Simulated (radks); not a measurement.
Values are calculated unless marked as measured or tabulated.
Question: Ionisation of Ce+, [Xe] 4f1 5d2, to Ce2+, [Xe] 4f2, under several functionals. Dirac Kohn-Sham, spin-unpolarised, spherical densities, point nucleus; open shells fill j = l - 1/2 first; a radial shooting solver on a logarithmic mesh with Libxc functionals. Known Delta-SCF values: Wu-Cohen GGA 9.541 eV; exchange-only PBE 9.323 eV; PBEsol 9.572 eV. What does exchange-only LDA give, and what is its highest occupied eigenvalue?

Answer: 9.009 eV by Delta-SCF; the 5d3/2 eigenvalue is -6.434 eV. NIST: 10.96 eV (semi-empirical).

Beside tabulated values, note that spin-unpolarised runs miss the spin-polarisation part of the exchange energy of open shells.
